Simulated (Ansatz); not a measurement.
This Ansatz (a quantum-chemistry and plane-wave program) input (B2PLYP/pcseg-4) gives -2574.39562 Eh with 172 basis functions. A basis named .json is the Basis Set Exchange file of that set (core-valence sets with the plain set on hydrogen).

Ansatz 0.2 input:
```yaml
crystal:
  periodic: [false, false, false]
  atoms:
    - {symbol: Br, position_ang: [-0.00000000, -0.00000000, -0.03957855]}
    - {symbol: H, position_ang: [0.00000000, 0.00000000, 1.38524928]}
basis:
  gaussian:
    orbitals: pcseg-4.json
hamiltonian:
  xc: {name: B2PLYP}
magnetization: {spin_polarized: false}
correlation: {electrons: outside_noble_gas}
```

Change:
```diff
- orbitals: pcseg-4.json
+ orbitals: 6-31G
```

Task: What does the run give now?

Result: -2573.91793 Eh (B2PLYP/6-31G, 31 functions), a change of +477.69 mEh.
